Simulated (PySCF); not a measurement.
## Electron correlation in Sr (strontium, neutral)

Starting occupation: [Kr] 5s2. All numbers are calculated (PySCF 2.14, X2C-1e with screened-nucleus spin-orbit coupling, Gaussian nucleus, in x2c-TZVPPall-2c with one added diffuse shell each of s, p, d, f type (9s10p8d3f1g, 109 functions)). Frozen: [Ar]; 20 electrons correlated; the 6 highest virtual spinors left out.

MP2 pair energies summed by pair of shells (mhartree):

| pair | energy | share (%) |
| --- | --- | --- |
| 3d3/2-3d5/2 | -74.44 | 18.1 |
| 4p3/2-4p3/2 | -60.13 | 14.6 |
| 4p1/2-4p3/2 | -58.31 | 14.2 |
| 3d5/2-3d5/2 | -48.57 | 11.8 |
| 4p3/2-4s1/2 | -22.58 | 5.5 |
| 4p3/2-5s1/2 | -20.54 | 5.0 |
| 3d3/2-3d3/2 | -20.00 | 4.9 |
| 5s1/2-5s1/2 | -18.48 | 4.5 |
| 4p1/2-4p1/2 | -15.17 | 3.7 |
| 3d5/2-4p3/2 | -13.22 | 3.2 |
| 4p1/2-4s1/2 | -11.24 | 2.7 |
| 4p1/2-5s1/2 | -9.73 | 2.4 |
| 3d3/2-4p3/2 | -8.36 | 2.0 |
| 4s1/2-4s1/2 | -6.73 | 1.6 |
| 3d5/2-4p1/2 | -6.53 | 1.6 |
| 3d5/2-4s1/2 | -6.23 | 1.5 |
| 3d3/2-4p1/2 | -4.71 | 1.1 |
| 3d3/2-4s1/2 | -4.10 | 1.0 |
| 4s1/2-5s1/2 | -1.66 | 0.4 |
| 3d5/2-5s1/2 | -0.55 | 0.1 |
| 3d3/2-5s1/2 | -0.36 | 0.1 |

Total MP2 correlation energy: -411.66 mhartree.

The virtual space was cut to 92 spinors, which keep -389.17 of the -411.66 mhartree of MP2 correlation.

```
  level  correlation energy (mhartree)
   CCSD                        -388.07
    (T)                          -8.70
CCSD(T)                        -396.77
```

Diagnostics: T1 = 0.014, largest double amplitude 0.126.

Cost of the coupled-cluster step: 610 s of wall time on 4 threads of Neoverse-V2 (shared host), for 20 occupied and 92 virtual spinors.

Iterations:

```
Init t2, MP2 energy = -0.38917325033407
CCSD nocc = 20, nmo = 112
Init t2, MP2 energy = -0.38917325033407
Init E_corr(GCCSD) = -0.38917325033407
cycle = 1  E_corr(GCCSD) = -0.38073045614861  dE = 0.00844279419  norm(t1,t2) = 0.0740821
cycle = 2  E_corr(GCCSD) = -0.387041350884353  dE = -0.00631089474  norm(t1,t2) = 0.0238652
cycle = 3  E_corr(GCCSD) = -0.387773956760484  dE = -0.000732605876  norm(t1,t2) = 0.010912
cycle = 4  E_corr(GCCSD) = -0.388118295849343  dE = -0.000344339089  norm(t1,t2) = 0.00129115
cycle = 5  E_corr(GCCSD) = -0.38806203122289  dE = 5.62646265e-05  norm(t1,t2) = 0.000486272
cycle = 6  E_corr(GCCSD) = -0.388064398969175  dE = -2.36774629e-06  norm(t1,t2) = 0.00014829
cycle = 7  E_corr(GCCSD) = -0.388070737992862  dE = -6.33902369e-06  norm(t1,t2) = 3.54886e-05
cycle = 8  E_corr(GCCSD) = -0.388068705542429  dE = 2.03245043e-06  norm(t1,t2) = 5.69772e-06
cycle = 9  E_corr(GCCSD) = -0.388068921513296  dE = -2.15970867e-07  norm(t1,t2) = 1.432e-06
cycle = 10  E_corr(GCCSD) = -0.388068912284687  dE = 9.22860965e-09  norm(t1,t2) = 6.05567e-07
GCCSD converged
E(GCCSD) = -3177.828799506237  E_corr = -0.3880689122846865
```

The coupled-cluster values are those of the cut space; adding the MP2 remainder, -22.49 mhartree, estimates the full space.

This basis was not built for core-valence correlation, so the inner-shell part is incomplete.
